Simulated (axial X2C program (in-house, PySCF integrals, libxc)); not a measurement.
**Working with the constants of SrF**

A bond curve at the CCSD level, two-component, was computed with an axial X2C code built on PySCF integrals (basis Sr dyall-cv3z [13s12p8d5f1g], F dyall-av3z [7s6p3d2f] (cores contracted in-house)) for the state Ω = 1/2 (⟨Sz⟩ = 0.50, ⟨Lz⟩ = 0.00 at HF). Its fit gives Re = 2.1215 Å, ωe = 478.9 cm⁻¹, ωexe = 2.09 cm⁻¹ and αe = 1.446e-03 cm⁻¹; the masses are 87.9056 and 18.9984 u. Two-component means X2C with spin–orbit coupling and atomic mean-field Coulomb and Gaunt terms.

Correlated methods: 9 electrons correlated (number of frozen shells: Sr 4 s, 3 p, 1 d; F 1 s), 261 virtual spin orbitals or spinors in MP2, 90 natural virtuals in coupled cluster.

Find the reduced mass, Be and the force constant.

From the CCSD values: μ = 15.6221 u. Be = 16.8576/(μ Re²) = 0.2398 cm⁻¹. k = 5.8918×10⁻⁷ μ ωe² = 2.11 mdyn/Å.

A Morse curve ties αe to the other constants (Pekeris). How well does that hold?

αe(Morse) = 6Be²/ωe × (√(ωexe/Be) − 1) = 1.406e-03 cm⁻¹; the CCSD curve gives 1.446e-03 cm⁻¹, a ratio of 0.97.

Estimate the centrifugal constant by the Kratzer relation.

D = 4Be³/ωe² = 2.40e-07 cm⁻¹.

Where do the fundamental and the first overtone lie?

ν(1←0) = ωe − 2ωexe = 474.7 cm⁻¹; ν(2←0) = 2ωe − 6ωexe = 945.3 cm⁻¹.

Estimate De from a Morse curve and compare with the computed well depth of 5.314 eV to Sr + F.

De(Morse) = ωe²/(4ωexe) = 3.401 eV against 5.314 eV computed, a ratio of 0.64. The extrapolation falls short: long-range attraction (ionic or ion–induced dipole) or a change of character along the curve can cause this.

One determinant describes the state; a PBE0 search over occupations chose it and may have missed a lower one. De is counted from the lowest determinant-based energies of the atoms at the same level, without counterpoise correction. CCSD ran in a truncated set of natural virtual spinors with an MP2 remainder; without triples it tends to underbind. The outer-core s and p shells of the metal are frozen in the correlated rows, which leaves out core–valence correlation; for alkali and alkaline-earth bonds that tends to lengthen them. With the outer-core shells frozen, correlated bond lengths of heavy atoms tend to come out a few hundredths of an ångström too long.
